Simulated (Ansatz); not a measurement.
The cluster ZrGe₁₂⁺, relaxed as a doublet with UKS PBE-D4/def2-SVP in Ansatz, starting from the GFN2-xTB geometry. Force threshold 0.03 eV/Å.

In the def2 sets Zr takes a core potential; there is no spin–orbit coupling. Single mean-field runs in def2-SVP are fitted with def2-universal-jkfit. Another isomer (doublet) lies 0.12 eV lower at PBE-D4/def2-SVP; other spin states weren't run for this one.

Start:

```xyz
13

Zr    0.122    0.470   -0.323
Ge    1.946    0.948    1.515
Ge    2.478   -0.534   -0.978
Ge   -0.388    2.573    1.177
Ge    1.911    2.210   -0.893
Ge   -1.796   -0.215   -2.051
Ge   -1.126   -2.211    2.509
Ge    0.223   -1.879   -1.703
Ge   -1.725   -1.462    0.189
Ge    0.855   -1.676    1.031
Ge    0.742    0.483   -2.878
Ge   -0.782    0.227    2.197
Ge   -2.460    1.067    0.209
```

(1) Estimate the energy that the relaxation releases and the steps that it takes.

(2) Does the start keep its bonding?

(3) Predict the relaxed structure.

Results:

(1) 3.45 eV, in 17 steps; 71 s on 2 threads of AMD EPYC 7R13 on a shared host and a share (18 GiB) of an NVIDIA H100 80GB HBM3. No frequencies were taken in this run, so the end may be a saddle point.

(2) Bonds lost: Ge3–Ge8, Ge6–Ge11, Ge9–Ge12 (atoms count from 1).

(3) 
```tsv
atom	x (Å)	y (Å)	z (Å)
Zr1	-0.029	1.124	-0.949
Ge2	1.762	0.984	1.466
Ge3	2.751	-0.623	-0.886
Ge4	-0.850	2.525	1.387
Ge5	2.556	1.982	-0.660
Ge6	-2.458	-0.153	-1.722
Ge7	-0.835	-2.310	2.431
Ge8	0.081	-1.764	-1.747
Ge9	-1.799	-1.689	0.101
Ge10	0.887	-1.406	0.748
Ge11	1.343	-0.050	-3.019
Ge12	-0.620	0.273	2.364
Ge13	-2.789	1.106	0.486
```
Bond lengths: 18 × Ge–Ge 2.47 to 2.78 Å; 11 × Ge–Zr 2.74 to 3.49 Å.
